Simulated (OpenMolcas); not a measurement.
Ni III: effect of the active space

* Program: OpenMolcas 26.06
* Method: SS-CASPT2 or its RAS form, IPEA 0.25 Eh, imaginary shift 0.1 Eh
* Basis: ANO-RCC-VTZP
* Scalar Hamiltonian: DKH2, point nucleus
* Spin-orbit coupling: state interaction with AMFI integrals over the reference wave functions, term energies averaged over their components

A. 8 electrons in 5 orbitals (3d); 2S+1 = 3 even, 10 roots; 2S+1 = 1 even, 15 roots; closed shells correlated: 3s 3p; CASPT2 step about 2.6 core-seconds
B. 8 electrons in 6 orbitals (3d 4s); 2S+1 = 5 even, 10 roots; 2S+1 = 3 even, 55 roots; 2S+1 = 1 even, 50 roots; closed shells correlated: 3s 3p; CASPT2 step roughly 80 core-seconds
C. 8 electrons in 9 orbitals (RAS2 3d 4s; RAS3 4p, at most 2 electrons); 2S+1 = 3 even, 55 roots; 2S+1 = 5 even, 10 roots kept (CI in the orbitals of an earlier block); 2S+1 = 1 even, 50 roots kept (CI in the orbitals of an earlier block); 2S+1 = 3 odd, 54 roots; 2S+1 = 5 odd, 30 roots kept (CI in the orbitals of an earlier block); 2S+1 = 1 odd, 27 roots kept (CI in the orbitals of an earlier block, 20 in the spin-orbit step); closed shells correlated: 3s 3p; CASPT2 step of the order of 10 core-minutes
D. 8 electrons in 10 orbitals (3d 4d); 2S+1 = 3 even, 10 roots; 2S+1 = 1 even, 15 roots; closed shells correlated: 3s 3p; CASPT2 step of the order of 16 core-minutes

Energies in cm-1 above 3d8 3F4, the measured ground level; measured values from Corliss and Sugar, J. Phys. Chem. Ref. Data 10, 197 (1981).

```csv
Level,A,B,C,D,Measured
3d8 3F4,0.0,0.0,0.0,0.0,0.0
3d8 3F3,1346,1446,1450,1335,1361
3d8 3F2,2250,2400,2410,2230,2270
3d8 1D2,13540,13180,13140,13940,14032
3d8 3P2,17170,16710,16520,16920,16662
3d8 3P1,17560,17090,16880,17230,16978
3d8 3P0,17820,17360,17150,17480,17231
3d8 1G4,23560,22810,22760,23650,23109
3d8 1S0,53260,52130,51520,53460,52532
```

Deviations, from unrounded energies. A percentage is the sum of absolute deviations over the sum of measured energies, with the sign that they share, or ± where signs differ.

| Against measurement | Levels | A | B | C | D |
| --- | --- | --- | --- | --- | --- |
| mean absolute deviation (cm-1) | 8 | 420 | 260 | 350 | 300 |
| fine structure of the ground term (%) | 2 | -0.9 | +6.1 | +6.3 | -1.7 |
| other terms of the ground configuration (%) | 6 | ±2.4 | ±1.3 | -1.8 | ±1.7 |

B lies closest to measurement on these levels and A furthest from it. The largest miss of B in the table is 3d8 1D2, by -850 cm-1. The ranking rests on the paired levels alone, and a cruder setting can come out closer through cancelling errors.

The two smallest mean deviations differ by little beside CASPT2's spread within terms, so their order carries little weight.

Among A to D the level of the table that moves most is 3d8 1S0, by 1900 cm-1 (lowest in C, highest in D). Moves below CASPT2's spread within the term are not significant.

CASPT2 does not keep the components of a term degenerate, so their means are used; among the terms shown or strongly mixed into the levels shown the widest spread is 900 cm-1 (3d8 1G, A). Some levels mix across a computed gap that differs much from the measured one, so their mixing is not that of the real levels (holds for A; B). Some high roots are left out of the spin-orbit mixing, which shifts the levels that they would mix with (holds for C). Terms from blocks run as CI alone lack orbitals of their own (holds for C). Active for correlation alone: 4d; no level in the range computed is led by a configuration that fills it, so any true level of that kind is missing (holds for D). Computed and measured levels are paired by configuration, term and J; levels that our copy of the source lacks, or whose pairing is in doubt (as where it misses far off the trend of its configuration), stay unpaired and out of the deviations. Levels of configurations outside the active space are missing. Levels that lie high or do not pair safely by name in every column are left out.
